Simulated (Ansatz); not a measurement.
Isolated molecules relaxed with PBE0-D4/def2-TZVP in Ansatz; ΔE leaves out vibrations. CCSD(T)/CBS is the MP2 limit (def2-TZVPP, def2-QZVPP) plus CCSD(T) − MP2 in def2-TZVPP, frozen cores. Functionals use def2-TZVPP. For Br outer-core shells are correlated without core-valence functions, which leaves a few kJ/mol of doubt a bond. Scalar relativity is left out up to krypton. One conformer a species, not always the lowest.

`C[O][AlH][Cl]` + `COB(N)Br` → `C[O][Al]([Cl])[O]C` + `NBBr`  (redistribution)

`C[O][AlH][Cl]`:

```xyz
8

C    -0.761   -0.054   -1.042
O    -0.097    0.671   -0.047
Al    0.893    0.319    1.255
Cl    1.372   -1.683    1.652
H    -0.410    0.262   -2.029
H    -0.600   -1.134   -0.949
H    -1.837    0.139   -0.988
H     1.441    1.478    2.148
```

`COB(N)Br`:

Cartesian coordinates in Å:
```
C 0.669 -0.150 1.565
O -0.291 0.235 0.604
B -0.180 0.000 -0.721
N -1.178 0.419 -1.600
Br 1.371 -0.931 -1.465
H 0.812 -1.233 1.567
H 1.632 0.330 1.375
H 0.296 0.166 2.539
H -1.997 0.902 -1.274
H -1.134 0.264 -2.589
```

`C[O][Al]([Cl])[O]C`:

Cartesian coordinates in Å:
```
C -2.208 0.642 0.858
O -0.914 0.372 0.398
Al -0.153 -0.928 -0.330
Cl -1.210 -2.675 -0.741
O 1.462 -0.852 -0.740
C 2.465 0.120 -0.623
H -2.181 0.883 1.926
H -2.888 -0.206 0.715
H -2.621 1.505 0.326
H 3.292 -0.271 -0.023
H 2.103 1.040 -0.152
H 2.854 0.371 -1.614
```

`NBBr`:

```xyz
6

N     0.529    0.247   -0.518
B    -0.301   -0.095    0.530
Br   -1.859   -1.185    0.197
H     1.350    0.814   -0.386
H     0.369   -0.044   -1.468
H    -0.088    0.263    1.645
```

```
             level  ΔE (kcal/mol)
         r2SCAN-D4           -2.5
           ωB97M-V           -1.7
            r2SCAN           -2.5
SCS-MP2/def2-TZVPP           -3.7
CCSD(T)/def2-TZVPP           -3.0
     HF/def2-QZVPP           -3.5
SCS-MP2/def2-QZVPP           -3.7
     MP2/CBS(def2)           -3.2
```

(1) What does CCSD(T)/CBS give? (An estimate is asked.)

Largest T1 diagnostic among the species: 0.011.

## Answers

(1) Ansatz gave: -2.9 kcal/mol. The listed levels differ from it by 0.4, 1.2, 0.4, -0.8, -0.1, -0.6, -0.8, -0.3 kcal/mol.
